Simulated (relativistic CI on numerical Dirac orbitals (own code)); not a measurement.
Cr⁵⁺ in a cubic cluster: 2p photoemission with charge transfer

Computed with a charge-transfer multiplet model of a cubic metal-ligand cluster with up to 2 ligand holes, Slater and spin-orbit integrals from Dirac-Coulomb-Breit ions, Slater integrals scaled by 0.8. The ground state mixes d1 with configurations of k ligand holes L, whose averages lie at kΔ + k(k − 1)U_dd/2; a core hole lowers each added d electron by U_cd. 300 K, Lorentzian 0.6 eV and Gaussian 0.8 eV FWHM.

Atomic integrals in eV (Slater integrals scaled, ζ unscaled), ground: F2dd 9.377, F4dd 5.906, zeta_d 0.045; with the core hole: F2dd 9.377, F4dd 5.906, zeta_d 0.067, zeta_core 5.615, F2cd 6.891, G1cd 5.439, G3cd 3.098. Where a configuration has fewer than two d electrons, the dd integrals are those of d2.

Cluster parameters (eV): U_dd = 5.7, U_cd = 6.4, 10Dq = 1.45, 10Dq(ligand) = 0.8, V(eg) = 3.9, V(t2g) = -2.13, final-state hopping factor = 1.

| Case | n_d | d1 | d2L | d3L2 | S |
| --- | --- | --- | --- | --- | --- |
| Δ = -1.6 eV | 2.06 | 0.19 | 0.55 | 0.26 | 0.50 |
| Δ = -0.6 eV | 2.01 | 0.22 | 0.55 | 0.23 | 0.50 |
| Δ = 0.4 eV | 1.95 | 0.25 | 0.54 | 0.20 | 0.50 |

Weights, n_d and S are thermal averages at 300 K. Binding energies count from the first peak over 30 % of the highest in each spectrum, which can be another peak from case to case. The parameters are a model scan and need not match a compound or its usual spin state. Peaks in eV (height, largest 100):
- Δ = -1.6 eV: 0.0 (100), 4.2 (8), 8.7 (28), 9.9 (29), 12.7 (6)
- Δ = -0.6 eV: 0.0 (100), 4.1 (8), 8.7 (29), 10.0 (28)
- Δ = 0.4 eV: 0.0 (100), 4.2 (8), 8.8 (30), 10.1 (26), 12.5 (6), 18.0 (5)

Curve for Δ = 0.4 eV (points under 2 left out, the grid thinned):

```
E (eV)  Intensity
  -3.6        2.1
  -3.0        3.1
  -2.5        4.8
  -1.9       10.6
  -1.4       26.9
  -0.8       66.3
  -0.3       94.3
   0.3       93.8
   0.8       61.2
   1.4       27.7
   1.9       15.8
   2.5        7.8
   3.0        5.8
   3.6        6.9
   4.1        8.3
   4.7        7.3
   5.2        6.6
   5.8        7.6
   6.3        9.4
   6.9       11.5
   7.4       14.7
   8.0       22.3
   8.6       29.5
   9.1       28.8
   9.7       25.2
  10.2       25.7
  10.8       18.9
  11.3       10.7
  11.9        6.2
  12.4        5.7
  13.0        5.5
  13.5        4.5
  14.1        3.2
  14.6        2.7
  15.2        2.6
  15.7        2.7
  16.3        3.1
  16.8        3.7
  17.4        4.8
  17.9        5.4
  18.5        4.9
  19.0        3.7
  19.6        2.2
  27.1        2.4
  27.7        2.0
```

For the case Δ = -1.6 eV, Δ = -1.6 eV is smaller than U_dd = 5.7 eV, the charge-transfer side of the Zaanen-Sawatzky-Allen scheme (negative Δ: between configuration averages a ligand hole costs less than the nominal valence; multiplet and field energies can change this for the lowest states). With the core hole the configuration with one ligand hole lies at Δ − U_cd = -8.0, -7.0, -6.0 eV from the one without, in the order of the table; where this is negative the screened configuration lies lower, though the effective hopping of about 8.5 eV (from the holes of the mixed ground state) mixes the two strongly wherever it is as large as the gap.

With at most 2 ligand holes the space is cut while the next configuration still counts, so covalency is underestimated, and a final configuration with one more ligand hole, which can lie low, is missing from the spectra.
